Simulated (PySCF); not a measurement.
Work out the structure from these simulated measurements.

Formula: C4H9FOSi.

| Item | Value |
| --- | --- |
| 13C NMR | chemical shifts (computed TMS as zero) by class: 93.6 (1 C), 76.0 (1 C), 45.8 (1 C), 26.6 (1 C) ppm [GIAO PBE0/pcSseg-1] |
| UV, strongest line | among the 8 lowest singlet transitions: S4 at 7.28 eV (170 nm, f = 0.027) [TDDFT B3LYP/def2-SVPD] |
| Triplet | lowest triplet excitation (Tamm–Dancoff): 6.18 eV [TDA B3LYP/def2-SVPD] |
| NMR, other nuclei | isotropic shieldings of nuclei other than C and H, by class: 281 (1 O), 431 (1 F), 360 (1 Si) ppm [GIAO PBE0/pcSseg-1] |
| Polarisability | 74.9 au [B3LYP/def2-SVPD] |
| Rotational structure | rotational constants A, B, C: 3.357, 1.775, 1.270 GHz [GFN2-xTB] |
| Dipole | 1.52 D [B3LYP/def2-SVPD] |
| UV, first state | lowest singlet excitation: 6.59 eV (188 nm, f = 0.022) [TDDFT B3LYP/def2-SVPD] |

The electronic properties come from PySCF, for the isolated species, density fitting. Levels stand in brackets. Geometry: GFN2-xTB, one conformer, isolated molecule. NMR values are class means; diastereotopic atoms form classes of their own.

**Question.** Give a SMILES that accounts for the data.

**Answer.** Numbering: `[CH3:1][C@@H:2]1[CH2:3][C@H:4]([F:5])[SiH2:6][O:7]1`. Its formula, C4H9FOSi, gives 1 degree of unsaturation: 1 ring and 0 π bonds in the structure found. 4 carbons fall into 4 classes; from least to most shielded: sp3 C–F carbon [C4] (93.6 ppm), ring sp3 carbon bound to oxygen [C2] (76.0 ppm), ring CH2 carbon [C3] (45.8 ppm), methyl carbon [C1] (26.6 ppm). The other shieldings belong to: 281 ppm, silyl ether oxygen [O7]; 431 ppm, alkyl fluorine [F5]; 360 ppm, oxygen-bound silicon [Si6]. The optimised geometry has point group C1 and is an asymmetric top. Structure: `C[C@@H]1C[C@H](F)[SiH2]O1`. Computed isomers that give other values at the same levels: `F[C@H]1C[SiH2]CCO1` (lowest singlet excitation: 7.02 eV (177 nm, f = 0.003)); `CO[C@@H]1[C@@H](F)[C@@H]1[SiH3]` (13C chemical shifts (computed TMS as zero) by class: 78.6 (1 C), 65.1 (1 C), 60.2 (1 C), 11.4 (1 C) ppm); `C=C(C)O[SiH2]CF` (13C chemical shifts (computed TMS as zero) by class: 160.7 (1 C), 98.5 (1 C), 76.9 (1 C), 21.7 (1 C) ppm). The assignments are read from this structure; whether some other isomer fits the data as well wasn't checked. The mirror image fits equally.
